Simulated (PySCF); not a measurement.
C2H7GeNO.
Bonds: C1–C2, C2–O3 (double), C2–Ge4, Ge4–N5. Hydrogens: H6, H7, H8 on C1; H9, H10 on Ge4; H11, H12 on N5.

Computed with PBE0-D3(BJ)/def2-SVP geometry optimisation, gas phase (PySCF).

(1) List the bond lengths, angles and torsions at this level.

Answers

(1) 
```
               bond  length (Å)   order
              C1–C2       1.503  single
              C2=O3       1.207  double
             C2–Ge4       2.009  single
             Ge4–N5       1.844  single
C1–H6, C1–H7, C1–H8       1.101  single
    Ge4–H9, Ge4–H10       1.542  single
     N5–H11, N5–H12       1.016  single
```

Bonds in one row agree within 0.01 Å and their mean is given. Orders are formal, as drawn. A selection of angles:
```
     angle  degrees
  C2–C1–H6    108.8
  H6–C1–H7    105.8
  H6–C1–H8    109.8
  H7–C1–H8    111.5
  C1–C2–O3    123.2
 C1–C2–Ge4    118.2
 O3–C2–Ge4    118.6
 C2–Ge4–N5    108.5
 C2–Ge4–H9    109.3
C2–Ge4–H10    107.7
 N5–Ge4–H9    106.5
N5–Ge4–H10    114.7
H9–Ge4–H10    110.0
Ge4–N5–H11    115.0
H11–N5–H12    108.2
```

Dihedral angles: C1–C2–Ge4–N5 -21° (synperiplanar). The mirror-image conformer, all signs reversed, is as good.

Ge4 (germanium bonded to C, N and 2 H) is distorted tetrahedral (angles from 106.5° to 114.7°). N5 (nitrogen bonded to Ge and 2 H) is pyramidal (angles 115.0°, 114.5° and 108.2°, sum 337.7°, 0.33 Å off the plane of its three neighbours).

Point group: C1 (no symmetry element, even within 0.4 Å). PBE0-D3(BJ)/def2-SVP frequencies: not computed here. The numbers are those of one conformer (C1–C2–Ge4–N5 -21°, C2–Ge4–N5–H -86° and 148°).

Hardware: one thread, Arm Neoverse N1 (aarch64), shared host with 64 logical CPUs at a one-minute load of 61. Cost: 3.1 min, 0.49 GiB resident at most. These figures are those of the optimisation.
